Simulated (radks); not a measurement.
Task: The mean radii <r> (bohr) of the occupied orbitals of an atom or ion are listed with their occupations. All-electron calculation, scalar-relativistic Kohn-Sham, LDA (Slater exchange, VWN5 correlation), spin-unpolarised, spherical densities, finite nucleus; Fermi nuclear charge, rms radius of each element as measured or else 0.836 A^(1/3) + 0.57 fm. Program: a radial shooting solver on a logarithmic mesh with Libxc functionals.

| orbital | occ. | <r> |
|---|---|---|
| 1s | 2 | 0.01968 |
| 2s | 2 | 0.08339 |
| 2p | 6 | 0.07417 |
| 3s | 2 | 0.2170 |
| 3p | 6 | 0.2164 |
| 3d | 10 | 0.1961 |
| 4s | 2 | 0.4884 |
| 4p | 6 | 0.5188 |
| 4d | 10 | 0.5609 |
| 5s | 2 | 1.195 |
| 5p | 5 | 1.404 |
| 4f | 14 | 0.7595 |

Name the element and its charge.

Result: Z = 70, ytterbium, charge +3: Yb3+ in [Kr] 4d10 4f14 5s2 5p5. The 1s radius gives Z: for a bare nucleus <r> = (2 gamma + 1)/(2Z) with gamma = sqrt(1 - (Z/c)^2), 0.01942 bohr for Z = 70, and screening makes it slightly larger (0.01968 here). The occupations add up to 67, and the charge is Z minus that.
